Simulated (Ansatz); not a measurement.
Results of the Gaussian-basis code of Ansatz.

A structure relaxed at PBE0-D4/def2-TZVP, charge 0, multiplicity 1:

Cartesian coordinates in Å:
```
C 0.731 1.505 0.967
Ga -0.177 -0.238 0.643
C 0.885 -1.708 -0.181
N -1.384 0.319 -1.078
H 0.022 2.312 1.173
H 1.391 1.431 1.836
H 1.353 1.805 0.119
H -1.384 -0.638 1.600
H 1.563 -2.145 0.559
H 0.254 -2.520 -0.553
H 1.505 -1.350 -1.009
H -1.932 -0.472 -1.396
H -2.022 1.067 -0.834
H -0.805 0.634 -1.848
```

Q: Give its formula and SMILES.

A: C2H10GaN, `[CH3][GaH-]([CH3])[NH3+]`.

Q: Point group (tolerance 0.08 Å, 0.16 Å for H)?

A: Cs.

Q: Summarise the bond lengths by kind.

A: 2 × C–Ga 1.992 Å; 6 × C–H 1.094 Å; 1 × Ga–N 2.174 Å; 1 × Ga–H 1.592 Å; 3 × H–N 1.013 to 1.014 Å.
